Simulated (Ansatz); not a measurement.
`Br[Si]1(I)C=N1`, charge 0, multiplicity 1.

**Question.** Give a relaxed structure at PBE0-D4/def2-TZVP (Ansatz). (Estimate.)

**Answer.** The calculation gave: 
Z-matrix (Å, degrees):
```
Si
I 1 2.399
C 1 1.758 2 123.9
Br 1 2.188 2 111.7 3 165.4
N 1 1.765 2 119.3 3 -50.6
H 3 1.091 1 162.4 2 82.3
```
